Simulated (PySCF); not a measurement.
From one molecule to another.

First species: C2H11NOSi2.
InChI=1S/C2H11NOSi2/c1-4-2(5)6-3/h2H,3,6H2,1,5H3/t2-/m1/s1

Second species: C2H11NOSi2.
SMILES with atom numbers: `[CH3:1][CH2:2][O:3][SiH2:4][SiH2:5][NH2:6]` (hydrogens: H7, H8, H9 on C1; H10, H11 on C2; H12, H13 on Si4; H14, H15 on Si5; H16, H17 on N6)

Geometry (GFN2-xTB, Å), atoms numbered from 1 in this order:
```xyz
17
C2H11NOSi2 angstrom
C     -2.8539   -0.6519    0.0757
C     -2.1180    0.6570   -0.1684
O     -0.7735    0.5819    0.1987
Si     0.4530   -0.1481   -0.5754
Si     2.1860    0.4120    0.8015
N      3.5586   -0.3020    0.0339
H     -3.9084   -0.5345   -0.1582
H     -2.4342   -1.4353   -0.5496
H     -2.7493   -0.9451    1.1174
H     -2.5646    1.4569    0.4330
H     -2.1964    0.9353   -1.2265
H      0.1861   -1.5871   -0.7662
H      0.5029    0.3458   -1.9701
H      2.3494    1.8612    1.0597
H      2.2071   -0.2067    2.1343
H      4.4482   -0.2615    0.5039
H      3.6999   -0.1659   -0.9535
```

Levels: CAM-B3LYP/def2-SVPD for dipole moment, HOMO energy, LUMO energy, HOMO–LUMO gap, static isotropic polarisability and electronic spatial extent ⟨r²⟩ about the centre of nuclear charge; TDDFT CAM-B3LYP/def2-SVPD for lowest singlet excitation; TDA CAM-B3LYP/def2-SVPD for lowest triplet excitation (Tamm–Dancoff); GFN2-xTB for rotational constant A and rotational constant C. Geometries: GFN2-xTB. Each structure is a single optimised conformer of the isolated species, non-relativistic unless stated. Electronic properties by PySCF.

The conformers computed, where there is a choice (atom-mapped SMILES and torsion angles):
- `[CH3:1][O:2][C@H:3]([SiH3:4])[SiH2:5][NH2:6]`: C1–O2–C3–Si4 -87°, O2–C3–Si5–N6 -56°, H–N6–Si5–C3 178°, H–N6–Si5–C3 42°
- `[CH3:1][CH2:2][O:3][SiH2:4][SiH2:5][NH2:6]`: C1–C2–O3–Si4 75°, C2–O3–Si4–Si5 177°, O3–Si4–Si5–N6 -179°, H–N6–Si5–Si4 -175°, H–N6–Si5–Si4 48°

(1) Which of the two has the higher dipole moment, and by how much?

(2) Which of the two has the higher rotational constant A, and by how much?

(3) Which of the two has the higher LUMO energy, and by how much?

(4) Which of the two has the higher ⟨r²⟩, and by how much?

(5) Which of the two has the higher S1 energy, and by how much?

(6) Which has the higher T1 energy?

(7) Which has the higher rotational constant C?

(8) Which of the two has the higher HOMO–LUMO gap, and by how much?

Answers

(1) The first: 1.12 D against 0.92 D, a difference of 0.20 D.

(2) The second: 7.009 GHz against 2.724 GHz, a difference of 4.285 GHz.

(3) The first: 1.08 eV against 0.46 eV, a difference of 0.62 eV.

(4) The second: 1422 bohr² against 1142 bohr², a difference of 280 bohr².

(5) The first: 6.29 eV against 5.70 eV, a difference of 0.59 eV.

(6) The first: 5.95 eV against 5.37 eV, a difference of 0.58 eV.

(7) The first: 1.077 GHz against 0.852 GHz, a difference of 0.225 GHz.

(8) The first: 9.45 eV against 9.10 eV, a difference of 0.35 eV.

On the first: The polarisability is 13.49 Å³ as a volume (1 au = 0.148185 Å³), or 1.38 au for each of the 66 electrons. No computed singlet falls in the visible range (750 to 380 nm, 1.65 to 3.26 eV); S1 lies 3.03 eV above its blue end.

On the second: The vertical singlet–triplet gap S1 − T1 is 0.33 eV (TDDFT singlet less Tamm–Dancoff triplet; S1: HOMO→LUMO, weight 0.94; T1: HOMO→LUMO, weight 0.88). No computed singlet falls in the visible range (750 to 380 nm, 1.65 to 3.26 eV); S1 lies 2.44 eV above its blue end.
